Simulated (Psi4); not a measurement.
C$_{3}$H$_{6}$AlF, singlet, at a GFN2-xTB geometry (such geometries of metal compounds can be far from the true shape), atoms displaced at random by about 0.03 Å a coordinate; TPSS/STO-3G, gradient in Psi4.

The Psi4 input:
```
memory 2 GB

molecule {
0 1
Al    0.47719763    0.55675432    0.60757103
C    -0.82210622   -0.92620356    0.09229367
C    -1.15787459   -0.43812145   -1.32151105
C    -0.19365203   -0.52764002   -2.32673774
H    -1.69954652   -0.98217663    0.72529244
H    -0.30792828   -1.92371843    0.07253629
H    -2.05437039   -0.11541213   -1.48710958
H     0.80550431   -0.83446238   -2.09343396
H    -0.47029380   -0.16007901   -3.28190107
F     0.94995730    0.75702792    2.14259308
H     1.14393041    1.47105372   -0.38740049
symmetry c1
no_reorient
no_com
}

set {
  basis sto-3g
}

gradient('tpss')
print_variables()
```

Write the output that Psi4 gives for this input, abridged.


```
gradient() will perform analytic gradient computation.

   => Loading Basis Set <=

    Name: STO-3G
    Role: ORBITAL
    Keyword: BASIS

         ---------------------------------------------------------
                                   SCF
               by Justin Turney, Rob Parrish, Andy Simmonett
                          and Daniel G. A. Smith
                              RKS Reference
         ---------------------------------------------------------

  ==> Geometry <==

    Molecular point group: c1
    Full point group: C1

    Geometry (in Angstrom), charge = 0, multiplicity = 1:

       Center              X                  Y                   Z               Mass
    ------------   -----------------  -----------------  -----------------  -----------------
         AL           0.477197630000     0.556754320000     0.607571030000    26.981538530000
         C           -0.822106220000    -0.926203560000     0.092293670000    12.000000000000
         C           -1.157874590000    -0.438121450000    -1.321511050000    12.000000000000
         C           -0.193652030000    -0.527640020000    -2.326737740000    12.000000000000
         H           -1.699546520000    -0.982176630000     0.725292440000     1.007825032230
         H           -0.307928280000    -1.923718430000     0.072536290000     1.007825032230
         H           -2.054370390000    -0.115412130000    -1.487109580000     1.007825032230
         H            0.805504310000    -0.834462380000    -2.093433960000     1.007825032230
         H           -0.470293800000    -0.160079010000    -3.281901070000     1.007825032230
         F            0.949957300000     0.757027920000     2.142593080000    18.998403162730
         H            1.143930410000     1.471053720000    -0.387400490000     1.007825032230

  Running in c1 symmetry.

  Rotational constants: A =      0.36249  B =      0.06395  C =      0.05752 [cm^-1]
  Rotational constants: A =  10867.07541  B =   1917.15204  C =   1724.41775 [MHz]
  Nuclear repulsion =  198.789929361949333

  Charge       = 0
  Multiplicity = 1
  Electrons    = 46
  Nalpha       = 23
  Nbeta        = 23

  ==> Algorithm <==

  SCF Algorithm Type is DF.
  DIIS enabled.
  MOM disabled.
  Fractional occupation disabled.
  Guess Type is SAD.
  Energy threshold   = 1.00e-08
  Density threshold  = 1.00e-08
  Integral threshold = 1.00e-12

  ==> Primary Basis <==

  Basis Set: STO-3G
    Blend: STO-3G
    Number of shells: 23
    Number of basis functions: 35
    Number of Cartesian functions: 35
    Spherical Harmonics?: true
    Max angular momentum: 1

  ==> DFT Potential <==

   => LibXC <=

    Version 7.1.2
    S. Lehtola, C. Steigemann, M. J. T. Oliveira, and M. A. L. Marques,  SoftwareX 7, 1–5 (2018) (10.1016/j.softx.2017.11.002)

   => Composite Functional: TPSS <=

    TPSS Meta-GGA XC Functional

    J. Tao, et al., Phys. Rev. Lett., 91, 146401, 2003

    Deriv               =              1
    GGA                 =           TRUE
    Meta                =           TRUE

    Exchange Hybrid     =          FALSE
    MP2 Hybrid          =          FALSE

   => Exchange Functionals <=

    1.0000   XC_MGGA_X_TPSS

   => Correlation Functionals <=

    1.0000   XC_MGGA_C_TPSS

   => LibXC Density Thresholds  <==

    XC_MGGA_C_TPSS:  1.00E-15
    XC_MGGA_X_TPSS:  1.00E-15

   => Molecular Quadrature <=

    Radial Scheme          =       TREUTLER
    Pruning Scheme         =           NONE
    Nuclear Scheme         =       TREUTLER

    Blocking Scheme        =         OCTREE
    BS radius alpha        =              1
    Pruning alpha          =              1
    Radial Points          =             75
    Spherical Points       =            302
    Total Points           =         233766
    Total Blocks           =           1803
    Max Points             =            256
    Max Functions          =             33
    Weights Tolerance      =       1.00E-15

   => Loading Basis Set <=

    Name: (STO-3G AUX)
    Role: JKFIT
    Keyword: DF_BASIS_SCF

  ==> Integral Setup <==

  SCF_SUBTYPE=INCORE selected. In-core MEM_DF algorithm will be used.
  Using in-core AOs.

  ==> MemDFJK: Density-Fitted J/K Matrices <==

    J tasked:                   Yes
    K tasked:                    No
    wK tasked:                   No
    Algorithm:                 Core
    Schwarz Cutoff:           1E-12
    Mask sparsity (%):       2.7755
    Fitting Condition:        1E-10

   => Auxiliary Basis Set <=

  Basis Set: (STO-3G AUX)
    Blend: DEF2-UNIVERSAL-JKFIT
    Number of shells: 174
    Number of basis functions: 538
    Number of Cartesian functions: 635
    Spherical Harmonics?: true
    Max angular momentum: 4

  Minimum eigenvalue in the overlap matrix is 1.9785593993E-01.
  Reciprocal condition number of the overlap matrix is 8.2805718412E-02.
    Using symmetric orthogonalization.

  ==> Pre-Iterations <==

  SCF Guess: Superposition of Atomic Densities via on-the-fly atomic UHF (no occupation information).

   -------------------------
    Irrep   Nso     Nmo
   -------------------------
     A         35      35
   -------------------------
    Total      35      35
   -------------------------

  ==> Iterations <==

                           Total Energy        Delta E     RMS |[F,P]|

   @DF-RKS iter SAD:  -452.08177189280275   -4.52082e+02   0.00000e+00
   @DF-RKS iter   1:  -454.39175722744540   -2.30999e+00   8.55436e-03 ADIIS/DIIS
   @DF-RKS iter   2:  -454.11566935839897    2.76088e-01   2.19952e-02 ADIIS/DIIS
   @DF-RKS iter   3:  -454.45657300553370   -3.40904e-01   2.78007e-03 ADIIS/DIIS
   @DF-RKS iter   4:  -454.46303728487555   -6.46428e-03   1.10164e-03 ADIIS/DIIS
   @DF-RKS iter   5:  -454.46399674597274   -9.59461e-04   3.57860e-04 ADIIS/DIIS
   @DF-RKS iter   6:  -454.46408187592664   -8.51300e-05   1.63410e-04 ADIIS/DIIS
   @DF-RKS iter   7:  -454.46410550639553   -2.36305e-05   1.88320e-05 DIIS
[...]
  @DF-RKS Final Energy:  -454.46410585562671
[...]
    VV10 Nonlocal Energy =                  0.0000000000000000
    Total Energy =                       -454.4641058556267126

Computation Completed

Properties will be evaluated at   0.000000,   0.000000,   0.000000 [a0]

Properties computed using the SCF density matrix

 Multipole Moments:

 ------------------------------------------------------------------------------------
     Multipole            Electronic (a.u.)      Nuclear  (a.u.)        Total (a.u.)
 ------------------------------------------------------------------------------------

 L = 1.  Multiply by 2.5417464519 to convert [e a0] to [Debye]
 Dipole X            :          1.6605749           -1.6465494            0.0140255
 Dipole Y            :         -0.1329995            0.2919105            0.1589110
 Dipole Z            :          1.4989971           -1.1451475            0.3538496
 Magnitude           :                                                    0.3881481

 ------------------------------------------------------------------------------------

         ------------------------------------------------------------
                                   SCF GRAD
                          Rob Parrish, Justin Turney,
                       Andy Simmonett, and Alex Sokolov
         ------------------------------------------------------------

  ==> Geometry <==

    Molecular point group: c1
    Full point group: C1

    Geometry (in Angstrom), charge = 0, multiplicity = 1:

       Center              X                  Y                   Z               Mass
    ------------   -----------------  -----------------  -----------------  -----------------
         AL           0.477197630000     0.556754320000     0.607571030000    26.981538530000
         C           -0.822106220000    -0.926203560000     0.092293670000    12.000000000000
         C           -1.157874590000    -0.438121450000    -1.321511050000    12.000000000000
         C           -0.193652030000    -0.527640020000    -2.326737740000    12.000000000000
         H           -1.699546520000    -0.982176630000     0.725292440000     1.007825032230
         H           -0.307928280000    -1.923718430000     0.072536290000     1.007825032230
         H           -2.054370390000    -0.115412130000    -1.487109580000     1.007825032230
         H            0.805504310000    -0.834462380000    -2.093433960000     1.007825032230
         H           -0.470293800000    -0.160079010000    -3.281901070000     1.007825032230
         F            0.949957300000     0.757027920000     2.142593080000    18.998403162730
         H            1.143930410000     1.471053720000    -0.387400490000     1.007825032230

  Nuclear repulsion =  198.789929361949333

  ==> Basis Set <==

  Basis Set: STO-3G
    Blend: STO-3G
    Number of shells: 23
    Number of basis functions: 35
    Number of Cartesian functions: 35
    Spherical Harmonics?: true
    Max angular momentum: 1

  ==> DFJKGrad: Density-Fitted SCF Gradients <==

    Gradient:                    1
    J tasked:                  Yes
    K tasked:                   No
    wK tasked:                  No
    Integrals threads:           1
    Schwarz Cutoff:          1E-12
    Fitting Condition:       1E-10

   => Auxiliary Basis Set <=

  Basis Set: (STO-3G AUX)
    Blend: DEF2-UNIVERSAL-JKFIT
    Number of shells: 174
    Number of basis functions: 538
    Number of Cartesian functions: 635
    Spherical Harmonics?: true
    Max angular momentum: 4

  ==> DFT Potential <==

   => LibXC <=

    Version 7.1.2
    S. Lehtola, C. Steigemann, M. J. T. Oliveira, and M. A. L. Marques,  SoftwareX 7, 1–5 (2018) (10.1016/j.softx.2017.11.002)

   => Composite Functional: TPSS <=

    TPSS Meta-GGA XC Functional

    J. Tao, et al., Phys. Rev. Lett., 91, 146401, 2003

    Deriv               =              1
    GGA                 =           TRUE
    Meta                =           TRUE

    Exchange Hybrid     =          FALSE
    MP2 Hybrid          =          FALSE

   => Exchange Functionals <=

    1.0000   XC_MGGA_X_TPSS

   => Correlation Functionals <=

    1.0000   XC_MGGA_C_TPSS

   => LibXC Density Thresholds  <==

    XC_MGGA_C_TPSS:  1.00E-15
    XC_MGGA_X_TPSS:  1.00E-15

   => Molecular Quadrature <=

    Radial Scheme          =       TREUTLER
    Pruning Scheme         =           NONE
    Nuclear Scheme         =       TREUTLER

    Blocking Scheme        =         OCTREE
    BS radius alpha        =              1
    Pruning alpha          =              1
    Radial Points          =             75
    Spherical Points       =            302
    Total Points           =         233766
    Total Blocks           =           1803
    Max Points             =            256
    Max Functions          =             33
    Weights Tolerance      =       1.00E-15

  -Total Gradient:
     Atom            X                  Y                   Z
    ------   -----------------  -----------------  -----------------
       1        0.014617783757     0.022330750153     0.013082376166
       2       -0.038040445870    -0.029311362982     0.003755659842
       3       -0.182989703944     0.079796684296     0.000521922531
       4        0.068719181297    -0.013089916222    -0.060258326684
       5        0.013003881909     0.002258445435    -0.008785996045
       6        0.005845005681    -0.011970318074    -0.000487370297
       7        0.139921051618    -0.053713305768     0.030819708286
       8       -0.020880401566     0.009497122201     0.002270548091
       9       -0.002425263737    -0.008103631790     0.034665063853
      10       -0.001157516826    -0.000320888718    -0.015418394690
      11        0.003514076663     0.002450682755    -0.000423583897

  Variable Map:
  ----------------------------------------------------------------------------
[...]
  Array Variable Map:
  ----------------------------------------------------------------------------
[...]
[...]
```
